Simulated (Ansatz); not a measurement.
System: silyloxymethoxysilane, CH8O2Si2 (charge 0, singlet). SMILES: O(CO[SiH3])[SiH3]
Coordinates optimised at B3LYP-D3(BJ)/def2-TZVP (Ansatz, a first-principles code):
```
C
H 1 1.0937
H 1 1.0937 2 110.08
O 1 1.4036 2 106.69 3 120.07
O 1 1.4036 2 110.62 3 -117.66
Si 5 1.6590 1 123.58 2 -54.26
Si 4 1.6590 1 123.58 2 -173.98
H 7 1.4759 4 105.82 1 162.97
H 6 1.4759 5 105.82 1 162.97
H 6 1.4796 9 109.75 5 -120.84
H 7 1.4796 8 109.75 4 -120.84
H 7 1.4837 8 110.83 11 -120.53
H 6 1.4837 9 110.83 10 -120.53
```

Wanted: atomisation energy, in kcal/mol. Conventions: no spin-orbit coupling; valence correlation only; dispersion terms only where a functional's name holds one; atomisation electronic, to ground-state atoms; UHF or UKS for open shells; six Cartesian d functions in 6-31G* and its kin unless marked 5d; non-relativistic. Basis-set limits of correlation are two-point, X^-3; Hartree-Fock from the larger set. First-principles rows: single points at B3LYP-D3(BJ) geometries (Ansatz).

| species | coefficient | E at B3LYP/6-31G* (Ansatz), Eh | E at wB97X-V/def2-TZVPD (Ansatz), Eh |
|---|---|---|---|
| [SiH3]OCO[SiH3] | -1 | -772.39710 | -772.35327 |
| C atom | +1 | -37.84628 | -37.84665 |
| H atom | +8 | -0.50027 | -0.50049 |
| O atom | +2 | -75.06062 | -75.06921 |
| Si atom | +2 | -289.37173 | -289.31750 |

Coupled cluster (Ansatz) is a level with limits of its own, used here on species with T1 under 0.025 (0.045 for open shells) and stable references: CCSD(T)/CBS(cc-pV(T+d)Z,cc-pV(Q+d)Z). Value to compare with, CCSD(T)/CBS(cc-pV(T+d)Z,cc-pV(Q+d)Z) (Ansatz): 1083.5 kcal/mol. 1 Eh = 627.5095 kcal/mol.

Q: Work the quantity out at each level, and compare with CCSD(T)/CBS(cc-pV(T+d)Z,cc-pV(Q+d)Z) (Ansatz).

A: 
- B3LYP/6-31G*: the sum of coefficient times E is 1.68396 Eh, or 1056.70 kcal/mol. Result: 1056.7 kcal/mol. Its difference against CCSD(T)/CBS(cc-pV(T+d)Z,cc-pV(Q+d)Z) (Ansatz) is -26.8 kcal/mol.
- wB97X-V/def2-TZVPD: the sum of coefficient times E is 1.72928 Eh, or 1085.14 kcal/mol. Result: 1085.1 kcal/mol. Its difference against CCSD(T)/CBS(cc-pV(T+d)Z,cc-pV(Q+d)Z) (Ansatz) is 1.6 kcal/mol.
